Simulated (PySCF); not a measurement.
Stationary points of [PI2]+

All numbers come from PySCF, PBE0, basis P def2-TZVP, I def2-TZVP with ECP28 (scalar-relativistic core potentials, no spin–orbit coupling, density fitting).

Relaxations began from a few typed shapes. The search is not exhaustive: other isomers or separated fragments can lie lower, and high-lying points may rest on an excited occupation.

```tsv
spin	group	bonds	angles	imaginary modes (cm⁻¹)	ΔE (kJ/mol)	ΔE with ZPE (kJ/mol)
singlet	C2v	P–I 2.326 Å (×2)	I–P–I 108.5°	none	0.0	0.0
singlet	D∞h	P–I 2.432 Å (×2)	I–P–I 180.0°	305i, 305i	216.5	–
```

The lowest minimum found is the singlet C2v: P–I 2.326 Å (×2); I–P–I 108.5°.

Counting electrons, phosphorus keeps 2 of its valence electrons outside its bonds, so the VSEPR class is AX2E1 and the expected shape is bent (C2v), as computed.
